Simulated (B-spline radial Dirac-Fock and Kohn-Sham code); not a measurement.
**Binding energies of Pd¹⁵⁺ at several levels of theory**

System: the Pd¹⁵⁺ ion in the configuration 1s2 2s2 2p6 3s2 3p6 3d10 4s2 4p1.

The density-functional columns are spherical, spin-unpolarised Dirac-Kohn-Sham results without Breit or QED terms: −ε is minus the orbital energy of the initial state and ΔSCF the difference of two total energies. The reference in the last column comes from multi-electron Dirac-Fock with separately optimised hole states, Breit and Lamb-shift corrections added in first order. All numbers are from a B-spline atomic structure program, in eV; a selection of levels is shown. The Kohn-Sham columns are given as differences from the reference. For the 1s level of heavy atoms much of the gap between ΔSCF and the reference is the Breit and QED part, -73.2 eV here; for other levels the error of the functional can be larger.

```
level  LDA −ε − DF  LDA ΔSCF − DF  Dirac-Fock
   1s       -250.7          +65.7     24744.6
   2s       -109.8          -45.1      3998.5
2p1/2        -83.1           -5.4      3720.2
2p3/2        -85.1          -10.8      3562.7
   3s        -56.6          -28.9      1042.7
3p1/2        -45.0          -16.9       931.7
3p3/2        -44.7          -17.1       902.9
3d3/2        -28.6           +0.9       710.8
3d5/2        -28.8           +0.5       705.3
   4s         -8.9           +4.6       402.0
   4p        -11.2           +1.7       364.2
```

Values without a named source are computed, but for edge energies of neutral atoms, which are taken from tables.
